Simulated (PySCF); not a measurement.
F₂GaHO. Atoms are numbered in the order given.

```xyz
5

Ga     0.0135    -0.0043     0.0000
F     -1.6928    -0.3423     0.0000
F      1.0924    -1.3583     0.0000
O      0.6316     1.6416     0.0000
H     -0.0667     2.3064     0.0000
```
Charge 0, spin multiplicity 1.

The structure is a stationary point at PBE0-D3(BJ)/def2-SVP. Other conformers were not sampled.

Level of theory: PBE0-D3(BJ)/def2-SVP (PySCF).

Frequencies are harmonic and unscaled.

Computed harmonic wavenumbers and intensities:
| mode | ν (cm⁻¹) | IR (km/mol) | Raman (Å⁴/amu) | depolarisation | moving atoms (share of kinetic energy) |
|---|---|---|---|---|---|
| 1 | 176 | 25.6 | 1.2 | 0.74 | O 43 %, F 33 %, Ga 16 %, H 9 % |
| 2 | 192 | 28.0 | 0.7 | 0.75 | F 78 %, Ga 16 % |
| 3 | 202 | 46.1 | 0.2 | 0.75 | Ga 44 %, F 36 %, O 19 % |
| 4 | 347 | 115.9 | 0.4 | 0.75 | H 91 % |
| 5 | 677 | 0.6 | 11.4 | 0.06 | F 69 %, O 30 % |
| 6 | 757 | 70.0 | 1.8 | 0.68 | F 68 %, Ga 27 % |
| 7 | 775 | 124.2 | 2.0 | 0.39 | O 49 %, Ga 25 %, F 23 % |
| 8 | 852 | 75.1 | 1.7 | 0.71 | H 88 % |
| 9 | 3901 | 101.7 | 83.7 | 0.23 | H 94 % |
